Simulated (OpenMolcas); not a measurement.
# As: from CASSCF to CASPT2

```yaml
Program: OpenMolcas 26.06
Basis: ANO-RCC [9s8p6d4f2g]
Scalar_Hamiltonian: DKH2, point nucleus
Active_space: 5 electrons in 8 orbitals (4s 4p 5s 5p)
State_averaging: 2S+1 = 4 odd, 1 root; 2S+1 = 2 odd, 8 roots; 2S+1 = 4 even, 3 roots; 2S+1 = 2 even, 9 roots
Spin-orbit_coupling: state interaction with AMFI integrals over the reference wave functions, term energies averaged over their components
```

Methods on the same reference wave functions:
A. CASSCF
B. SS-CASPT2, IPEA 0.25 Eh, imaginary shift 0.1 Eh (closed shells correlated: 3d)

Energies in eV above 4s2 4p3 4S* 3/2, the measured ground level; measured values from NIST Handbook of Basic Atomic Spectroscopic Data.

```json
{"Level": "4s2 4p3 4S* 3/2", "A": "0.0000", "B": "0.0000", "Measured": "0.0000"}
{"Level": "4s2 4p3 2D* 3/2", "A": "1.7085", "B": "1.392", "Measured": "1.3133"}
{"Level": "4s2 4p3 2D* 5/2", "A": "1.7518", "B": "1.425", "Measured": "1.3533"}
{"Level": "4s2 4p3 2P* 1/2", "A": "2.3953", "B": "2.329", "Measured": "2.2548"}
{"Level": "4s2 4p3 2P* 3/2", "A": "2.4421", "B": "2.366", "Measured": "2.3120"}
```

Deviations, from unrounded energies. A percentage is the sum of absolute deviations over the sum of measured energies, with the sign that they share, or ± where signs differ.

```
                        Against measurement  Levels      A     B
             mean absolute deviation (cm-1)       4   2100   560
other terms of the ground configuration (%)       4  +14.7  +3.8
```

B lies closest to measurement on these levels. The largest miss of B in the table is 4s2 4p3 2D* 3/2, by +630 cm-1. The ranking rests on the paired levels alone, and a cruder setting can come out closer through cancelling errors.

From A to B the spin-free energies of the other terms of 4s2 4p3 shown, above 4S*, scale by factors of 0.81 to 0.97.

The lowest spin-free term lies below A's lowest term by 0.321 hartree in B.

CASPT2 breaks the degeneracy within a term, and the mean is taken; among the terms shown or strongly mixed into the levels shown the widest spread is 100 cm-1 (4s2 4p3 2D*, B). The run also gave levels led by 4s2 4p2 5s, which use shells meant for correlation; these and all levels above them are left out. Without dynamic correlation excited terms often stand tens of per cent too high (terms of higher spin than the ground term too low), and those without a measured partner can miss by more than the paired ones (holds for A). Some levels mix across a computed gap that differs much from the measured one, so their mixing is not that of the real levels (holds for A). Computed and measured levels are paired by configuration, term and J; levels that our copy of the source lacks, or whose pairing is in doubt (as where it misses far off the trend of its configuration), stay unpaired and out of the deviations. Levels of configurations outside the active space are missing. The table leaves out levels that lie high or whose names do not pair safely across all columns.

* marks odd parity.
